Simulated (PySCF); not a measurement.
Computed IR spectrum (relative IR intensity) of a molecule C4H9O, multiplicity 2. Geometry optimised at TPSSh-D3(BJ)/def2-SVP. One conformer was computed; it need not be the lowest. Calculation: PySCF with TPSSh-D3(BJ)/def2-SVP. No scaling factor is applied to the harmonic values.

Lines under 2 % of the strongest are left out, and lines within 2 cm⁻¹ are merged.

```json
[
 {"ν (cm⁻¹)": "141", "relative intensity": "9.3"},
 {"ν (cm⁻¹)": "233", "relative intensity": "2.1"},
 {"ν (cm⁻¹)": "516", "relative intensity": "24"},
 {"ν (cm⁻¹)": "584", "relative intensity": "47"},
 {"ν (cm⁻¹)": "752", "relative intensity": "5.8"},
 {"ν (cm⁻¹)": "852", "relative intensity": "6.6"},
 {"ν (cm⁻¹)": "875", "relative intensity": "6.6"},
 {"ν (cm⁻¹)": "1020", "relative intensity": "3.9"},
 {"ν (cm⁻¹)": "1059", "relative intensity": "3.0"},
 {"ν (cm⁻¹)": "1095", "relative intensity": "13"},
 {"ν (cm⁻¹)": "1118", "relative intensity": "14"},
 {"ν (cm⁻¹)": "1194", "relative intensity": "2.9"},
 {"ν (cm⁻¹)": "1250", "relative intensity": "4.5"},
 {"ν (cm⁻¹)": "1296", "relative intensity": "11"},
 {"ν (cm⁻¹)": "1340", "relative intensity": "36"},
 {"ν (cm⁻¹)": "1346", "relative intensity": "14"},
 {"ν (cm⁻¹)": "1400", "relative intensity": "5.9"},
 {"ν (cm⁻¹)": "1473", "relative intensity": "2.0"},
 {"ν (cm⁻¹)": "1492", "relative intensity": "11"},
 {"ν (cm⁻¹)": "1501", "relative intensity": "6.3"},
 {"ν (cm⁻¹)": "2864", "relative intensity": "36"},
 {"ν (cm⁻¹)": "2931", "relative intensity": "68"},
 {"ν (cm⁻¹)": "3018", "relative intensity": "23"},
 {"ν (cm⁻¹)": "3023", "relative intensity": "58"},
 {"ν (cm⁻¹)": "3026", "relative intensity": "90"},
 {"ν (cm⁻¹)": "3063", "relative intensity": "15"},
 {"ν (cm⁻¹)": "3080", "relative intensity": "34"},
 {"ν (cm⁻¹)": "3106", "relative intensity": "100"},
 {"ν (cm⁻¹)": "3113", "relative intensity": "64"}
]
```

Which molecule gave these data?
(A) CCCC[O]
(B) C[CH]OCC
(C) CCC[CH]O
(D) [CH2]COCC

A, CCCC[O]
